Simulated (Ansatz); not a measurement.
Computed with Ansatz.

A structure relaxed at PBE0-D4/def2-TZVP, charge 0, multiplicity 1:

```tsv
atom	x (Å)	y (Å)	z (Å)
C1	-1.0989	0.7865	-1.2353
Sb2	0.8805	0.6974	-0.3826
C3	0.1905	0.7472	1.6606
C4	1.0087	-1.4542	-0.4689
H5	-1.5081	1.7900	-1.1116
H6	-1.7513	0.0659	-0.7400
H7	-1.0511	0.5588	-2.3009
H8	-0.6201	0.0303	1.7982
H9	1.0124	0.4976	2.3328
H10	-0.1667	1.7486	1.9040
H11	1.8643	-1.7956	0.1152
H12	1.1433	-1.7736	-1.5031
H13	0.0965	-1.8987	-0.0685
```

Problem. Give its formula and SMILES.

Solution. C3H9Sb, `[CH3][Sb]([CH3])[CH3]` (trimethylantimony).

Problem. Point group (tolerance 0.08 Å, 0.16 Å for H)?

Solution. C3v.

Problem. Summarise the bond lengths by kind.

Solution. 3 × C–Sb 2.157 Å; 9 × C–H 1.091 Å.
